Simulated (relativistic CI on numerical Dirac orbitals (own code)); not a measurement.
Calculated at this level of theory: Dirac-Coulomb-Breit CI, separate exchange-only KLI orbitals for each configuration, model QED (radiative potential, 1s self-energy scaled to tabulated hydrogen-like ionisation energies), valence Slater integrals scaled by 0.85, P86 correlation estimate, and configurations built on the next ion tied to the tabulated ionisation energy (semi-empirical) (own radial code, finite nucleus).

Configuration list (outside the closed core [Kr]): 4d10, 4d9 5s, 4d8 5s2, 4d9 5p, 4d9 5d, 4d9 6s, 4d9 4f, 4d9 5f, 4d9 6p, 4d8 5s 5p, 4d9 6d, 4d9 5g, 4d9 6f, 4d9 6g, 4d8 5s 6s. Levels of other configurations are missing.

Configurations that consist of the next ion and one excited electron were tied to the tabulated ionisation energy; Rydberg ones are usually within 1,000 to 3,000 cm⁻¹ and the lowest ones within about 6,000 (9,000 in d shells), while levels on excited terms of the next ion carry the error of that term, and the other configurations can be misplaced by 10,000 cm⁻¹ or more. Rates follow the energies as ν³ (E1, M1) or ν⁵ (E2), so rates, branching and lifetimes can be off by large factors. The fine structure of a lone outer electron comes out too small, for d and f at times inverted, and misplaced configurations move strength between like terms. 19 of the 19 excited levels that our extract of the measured tables holds in this range could be paired (the sources list more); they are missed by 2455 cm⁻¹ on average and 6479 at most, and levels without a partner can miss by more.

Outline of the computed level scheme of Pd I. Lowest level of each configuration: 4d10 1S_0 at 0.0000 eV; 4d9 5s 3D_3 at 1.5984 eV; 4d8 5s2 3F_4 at 3.0320 eV; 4d9 5p 3P°_2 at 4.4364 eV; 4d8 5s 5p 5D°_4 at 5.0518 eV; 4d9 6s 3D_3 at 6.0600 eV.

Some strong electric-dipole decays among the lowest 45 levels: 4d9 5p 1P°_1 → 4d10 1S_0 (1.9e+08 s⁻¹); 4d9 5p 1P°_1 → 4d9 5s 1D_2 (1.2e+08 s⁻¹); 4d9 5p 3F°_4 → 4d9 5s 3D_3 (1.0e+08 s⁻¹); 4d9 5p 3P°_0 → 4d9 5s 3D_1 (8.3e+07 s⁻¹); 4d9 5p 3D°_1 → 4d9 5s 3D_1 (8.3e+07 s⁻¹); 4d9 5p 1F°_3 → 4d9 5s 1D_2 (8.2e+07 s⁻¹); 4d9 5p 1D°_2 → 4d9 5s 3D_2 (8.0e+07 s⁻¹); 4d9 5p 3P°_1 → 4d9 5s 3D_2 (8.0e+07 s⁻¹).

Rates of lines that live on the mixing of spin multiplicities can be off by large factors.

LS names give the leading component of a level, which can be under half, so a name can repeat, a term be missing and a line seem to break the LS rules.
